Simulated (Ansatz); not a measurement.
# The dipole moment down a group: C to Ge

One atom is swapped for its congeners: C2H8Ge (ethylgermane) `C[CH2][GeH3]`; SiH2(CH3)(GeH3); GeH2(CH3)(GeH3). All are singlets with charge 0.

Shapes, held fixed at every level: PBE0-D4/def2-TZVP. Programs: Ansatz 0.2.0. Values in D.

| level | C2H8Ge | SiH2(CH3)(GeH3) | GeH2(CH3)(GeH3) |
| --- | --- | --- | --- |
| PBE-D4/def2-TZVPP | 0.88 | 1.04 | 0.86 |
| r2SCAN-D4/def2-TZVPP | 0.88 | 1.06 | 0.87 |
| B3LYP-D4/def2-TZVPP | 0.86 | 1.02 | 0.84 |
| wB97M-V/def2-TZVPP | 0.82 | 1.02 | 0.80 |

At wB97M-V/def2-TZVPP the dipole moment isn't monotonic: it is largest for Si and smallest for Ge (1.02 and 0.80 D). Every level shows the same order. Relativity is left out for Ge unless named. Magnitudes only: a dipole under 1 D may point either way.
